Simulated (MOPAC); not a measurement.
A run for MOPAC: PM7 on ClH4N (a complex), monomers drawn apart or pushed together.

```
PM7 1SCF PRECISE CHARGE=0 THREADS=1
ClH4N

N     -0.03034345 1     0.07698428 1     0.60922851 1
H     -0.51995666 1    -0.75468028 1     0.29908219 1
H     -0.46507338 1     0.88208142 1     0.17286457 1
H      0.92844309 1     0.01983771 1     0.28511500 1
Cl    -0.15078204 1     0.37068542 1     4.36308645 1
H     -0.10795280 1     0.26598696 1     3.02572537 1
```

The log:

```
*******************************************************************************
 **                                                                           **
 **                              MOPAC v23.2.5                                **
 **                                                                           **
 *******************************************************************************
 ** MOPAC's Digital Object Identifier: https://doi.org/10.5281/zenodo.6511958 **
 **                                                                           **
 ** Please cite the open-source release paper for use of this MOPAC version:  **
 ** J. E. Moussa and J. J. P. Stewart (2026)                                  **
 ** MOPAC: An open-source semiempirical molecular orbital program             **
 ** J. Open Source Softw., 11(119), 8025, https://doi.org/10.21105/joss.08025 **
 *******************************************************************************

                              PM7 CALCULATION RESULTS

 *******************************************************************************
 *  PM7        - The PM7 Hamiltonian to be used
 *
 *
 *
 *                 CHARGE ON SYSTEM = 0
 *
 *
 *
 *  PRECISE    - TIGHTER CRITERIA TO BE USED
 *  1SCF       - DO 1 SCF AND THEN STOP
 *  THREADS=1  - MULTI-THREADING NOT USED
 *  T=         - A TIME OF 172800.0 SECONDS REQUESTED
 *  DUMP=N     - RESTART FILE WRITTEN EVERY 7200.0 SECONDS REQUESTED
 *******************************************************************************
PM7 1SCF PRECISE CHARGE=0 THREADS=1
 ClH4N

   ATOM   CHEMICAL          X               Y               Z
  NUMBER   SYMBOL      (ANGSTROMS)     (ANGSTROMS)     (ANGSTROMS)

     1       N         -0.03034345  *   0.07698428  *   0.60922851  *
     2       H         -0.51995666  *  -0.75468028  *   0.29908219  *
     3       H         -0.46507338  *   0.88208142  *   0.17286457  *
     4       H          0.92844309  *   0.01983771  *   0.28511500  *
     5      Cl         -0.15078204  *   0.37068542  *   4.36308645  *
     6       H         -0.10795280  *   0.26598696  *   3.02572537  *



          CARTESIAN COORDINATES

    NO.       ATOM           X           Y           Z

     1         N         -0.0303      0.0770      0.6092
     2         H         -0.5200     -0.7547      0.2991
     3         H         -0.4651      0.8821      0.1729
     4         H          0.9284      0.0198      0.2851
     5        Cl         -0.1508      0.3707      4.3631
     6         H         -0.1080      0.2660      3.0257

 General Reference for PM7:
 "Optimization of Parameters for Semiempirical Methods VI: More Modifications to the
 NDDO Approximations and Re-optimization of Parameters", J. J. P. Stewart, J. Mol. Mod., 1:32, 19 (2013)
 https://link.springer.com/article/10.1007/s00894-012-1667-x

           Empirical Formula: H4 N Cl  =     6 atoms



      MOLECULAR POINT GROUP   :   C3v


      RHF CALCULATION, NO. OF DOUBLY OCCUPIED LEVELS = 8


 -------------------------------------------------------------------------------
 PM7 1SCF PRECISE CHARGE=0 THREADS=1
 ClH4N



     1SCF WAS SPECIFIED, SO BFGS WAS NOT USED
     SCF FIELD WAS ACHIEVED


                              PM7 CALCULATION
                                                       MOPAC v23.2.5 Linux




          FINAL HEAT OF FORMATION =        -29.24432 KCAL/MOL =    -122.35823 KJ/MOL


          COSMO AREA              =         94.59 SQUARE ANGSTROMS
          COSMO VOLUME            =         70.26 CUBIC ANGSTROMS

          IONIZATION POTENTIAL    =         11.013746 EV
          HOMO LUMO ENERGIES (EV) =        -11.014  2.476
          NO. OF FILLED LEVELS    =          8
          MOLECULAR WEIGHT        =         53.4913         POINT GROUP:  C3v

          MOLECULAR DIMENSIONS (Angstroms)

            Atom       Atom       Distance
           Cl     5    H     2     4.23307
            H     3    H     4     1.64254
            H     3    H     2     1.38630


          SCF CALCULATIONS        =          1





   ATOM   CHEMICAL          X               Y               Z
  NUMBER   SYMBOL      (ANGSTROMS)     (ANGSTROMS)     (ANGSTROMS)

     1       N         -0.03034345  *   0.07698428  *   0.60922851  *
     2       H         -0.51995666  *  -0.75468028  *   0.29908219  *
     3       H         -0.46507338  *   0.88208142  *   0.17286457  *
     4       H          0.92844309  *   0.01983771  *   0.28511500  *
     5      Cl         -0.15078204  *   0.37068542  *   4.36308645  *
     6       H         -0.10795280  *   0.26598696  *   3.02572537  *

                             CARTESIAN COORDINATES

   1    N       -0.030343450     0.076984280     0.609228510
   2    H       -0.519956660    -0.754680280     0.299082190
   3    H       -0.465073380     0.882081420     0.172864570
   4    H        0.928443090     0.019837710     0.285115000
   5   Cl       -0.150782040     0.370685420     4.363086450
   6    H       -0.107952800     0.265986960     3.025725370


           Empirical Formula: H4 N Cl  =     6 atoms



      MOLECULAR POINT GROUP   :   C3v


                  EIGENVALUES
 -36.03078 -25.69423 -16.58969 -16.58969 -14.44026 -11.20463 -11.20463 -11.01375
   2.47583   4.03580   6.20121   6.20123  70.62821  70.84785  70.84786  71.66695
  71.66695


              NET ATOMIC CHARGES AND DIPOLE CONTRIBUTIONS

  ATOM NO.   TYPE          CHARGE      No. of ELECS.   s-Pop       p-Pop       d-Pop
    1          N          -0.729213        5.7292     1.63756     4.09165
    2          H           0.245107        0.7549     0.75489
    3          H           0.245108        0.7549     0.75489
    4          H           0.245108        0.7549     0.75489
    5         Cl          -0.293994        7.2940     1.98171     5.31097     0.00131
    6          H           0.287884        0.7121     0.71212
 DIPOLE           X         Y         Z       TOTAL
 POINT-CHG.     0.103    -0.252    -3.220     3.231
 HYBRID         0.047    -0.113    -1.451     1.456
 SUM            0.150    -0.365    -4.671     4.687


          ATOMIC ORBITAL ELECTRON POPULATIONS

     Atom    s        px        py        pz      x^2-y^2     xz        z^2       yz        xy
    1  N   1.63756   1.20259   1.20504   1.68402
    2  H   0.75489
    3  H   0.75489
    4  H   0.75489
    5 Cl   1.98171   1.99925   1.99576   1.31596   0.00000   0.00007   0.00116   0.00009   0.00000
    6  H   0.71212

 **********************
 *                    *
 * JOB ENDED NORMALLY *
 *                    *
 **********************




 == MOPAC DONE ==
```

The run finished.

Cost: very roughly 0.020 core-seconds.
